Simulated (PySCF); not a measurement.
# Computed properties of Si(Cl)2(vinyl)(OH) (C2H4Cl2OSi), SMILES C=C[Si](O)(Cl)Cl

Si(Cl)2(vinyl)(OH) (C2H4Cl2OSi), SMILES C=C[Si](O)(Cl)Cl. Geometry: TPSSh-D3(BJ)/def2-SVP. The values are those of a single conformer. All values are computed for the isolated molecule unless a solvent is named; none is compared with measurement here.

**Structure.** The optimised structure has Cs symmetry. All 24 harmonic modes at TPSSh-D3(BJ)/def2-SVP (PySCF) are real, so it is a minimum. With heavy atoms numbered as in [CH2:1]=[CH:2][Si:3]([OH:4])([Cl:5])[Cl:6], the shortest bond between them is C1–C2 at 1.342 Å and the longest Si3–Cl5 at 2.071 Å.

**Vibrations.** The strongest infrared lines (harmonic, unscaled, degenerate partners summed) lie at 808 cm⁻¹ (274 km/mol, H 59 %, O 25 %, Si 14 %), 616 cm⁻¹ (272 km/mol, Si 57 %, Cl 17 %, H 14 %, C 11 %), 3842 cm⁻¹ (126 km/mol, H 94 %). The softest mode is at 67 cm⁻¹ and the zero-point energy is 37.9 kcal/mol.

**Electronic structure.** CAM-B3LYP/def2-TZVP (PySCF) places the frontier levels at -9.70 and 0.16 eV, a gap of 9.86 eV, and gives a dipole moment of 1.35 D and a mean polarisability of 72.3 bohr³. PBE/def2-TZVP (PySCF) at the same geometry gives -7.21 and -2.01 eV, so its gap is 4.66 eV narrower. An orbital gap is neither the optical nor the fundamental gap.

**Excitations.** TDA-M06-2X/def2-SVPD (PySCF) has S1 at 6.71 eV (185 nm, f = 0.007, weak); the most intense of the 10 singlets computed lies at 7.59 eV (f = 0.60). T1 (TDA) is at 4.48 eV, 2.23 eV under S1. TDA-PBE/def2-SVPD (PySCF) puts S1 at 5.58 eV. No vertical singlet excitation falls in the visible range (under 3.1 eV).

**NMR.** GIAO shifts at PBE0/pcSseg-1 (PySCF) (non-relativistic, atoms alike by connectivity averaged): ¹³C from 139.6 to 151.3 ppm against TMS; ¹H from 3.0 to 6.9 ppm against TMS; ²⁹Si at -3.6 ppm against TMS. Without spin–orbit terms, shifts of atoms bonded to Cl or Br come out too high.

**Solvation.** SMD-B3LYP/def2-SVP (PySCF) gives -3.0 kcal/mol in water, -6.7 kcal/mol in 2-propanol, -4.9 kcal/mol in tetrahydrofuran (1 M in both phases, gas-phase geometry); of these solvents 2-propanol holds the molecule best.
